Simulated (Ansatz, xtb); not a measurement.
## Two isomers of C4H6N2O

We compare X, `Cc1cncn1O`, a singlet, with Y, `Cc1nccn1O`, a singlet. Both are isolated molecules in the gas phase, relaxed with r2SCAN-D4/def2-SVP; the shapes shown needn't be the lowest conformers.

X (Å):

```xyz
13

C    -1.4418    0.1050   -0.9363
C    -0.5445   -0.3681    0.1478
C    -0.4047   -1.5549    0.8445
C     1.0788   -0.2536    1.6892
N     0.5922   -1.4705    1.7849
N     0.4298    0.4372    0.7039
O     0.6157    1.7604    0.3926
H    -0.8864    0.3651   -1.8542
H    -2.0071    1.0013   -0.6320
H    -2.1603   -0.6849   -1.1931
H    -0.9857   -2.4682    0.7079
H     1.8761    0.1982    2.2806
H     1.2595    1.7653   -0.3353
```

Y (Å):

```xyz
13

C    -0.5693    0.9509   -1.2800
C     0.0546    0.1396   -0.2037
C     1.3981   -1.0119    1.0319
C     0.2240   -0.9460    1.7507
N     1.2821   -0.3443   -0.1623
N    -0.6160   -0.2199    0.9350
O    -1.8846    0.1869    1.2639
H    -0.9253    1.9221   -0.8998
H    -1.4339    0.4396   -1.7361
H     0.1828    1.1250   -2.0593
H     2.3262   -1.5072    1.3186
H    -0.0995   -1.3123    2.7222
H    -2.4713   -0.5187    0.9440
```

Energies in hartree; the thermal terms are from GFN2-xTB frequencies at re-optimised GFN2-xTB minima (ideal gas, soft modes damped towards free rotors, one conformer each, 298.15 K, 1 atm) and include the zero-point energy:

```
                              X           Y
E, CCSD(T)/def2-SVP  −339.517248  −339.519234
    E, MP2/def2-SVP  −339.438303  −339.439976
  E, MP2/def2-TZVPP  −340.068285  −340.070290
  zero-point energy     0.098956     0.098714
       H(298 K) − E     0.106966     0.106784
       G(298 K) − E     0.067831     0.067444
```

Q: Correct the CCSD(T) difference for the basis set by the MP2 change, then work out ΔE, ΔE₀, ΔH and ΔG for X → Y in kJ/mol (1 Eh = 2625.50 kJ/mol) and the equilibrium ratio [Y]/[X].

A: 1. Differences Y − X: CCSD(T) −0.001986, MP2 in the small set −0.001673, MP2 in the large set −0.002005 Eh.
2. ΔE = −0.001986 + (−0.002005 − (−0.001673)) = −0.002318 Eh = −6.09 kJ/mol.
3. ΔE₀ = ΔE + ΔZPE = −0.002318 + (−0.000242) Eh = −6.72 kJ/mol.
4. ΔH = ΔE + (−0.000182) Eh = −6.56 kJ/mol.
5. ΔG = ΔE + (−0.000387) Eh = −7.10 kJ/mol, so ΔS = (ΔH − ΔG)/T = +1.8 J/(mol K).
6. kT = 0.9442 mEh, so K = [Y]/[X] = exp(−ΔG/kT) = exp(+2.86) ≈ 18.

Structure Y is favoured at this temperature. An error of 4 kJ/mol in ΔG would change K by a factor of 5. Mirror images and further conformers aren't counted.

As drawn, both hold the same kinds of bond in the same numbers.

Other levels gave ΔE = −3.4 (GFN2-xTB); −4.7 (HF/STO-3G, GFN2-xTB geometries); −6.8 (r2SCAN-D4/def2-SVP//GFN2-xTB); −5.7 (r2SCAN-D4/def2-SVP); −7.3 (HF/def2-SVP); −4.4 (MP2/def2-SVP); −5.2 (CCSD(T)/def2-SVP) kJ/mol. The correlated steps freeze 7 core orbitals. Programs: Ansatz 0.2.0, xtb 6.7.1.
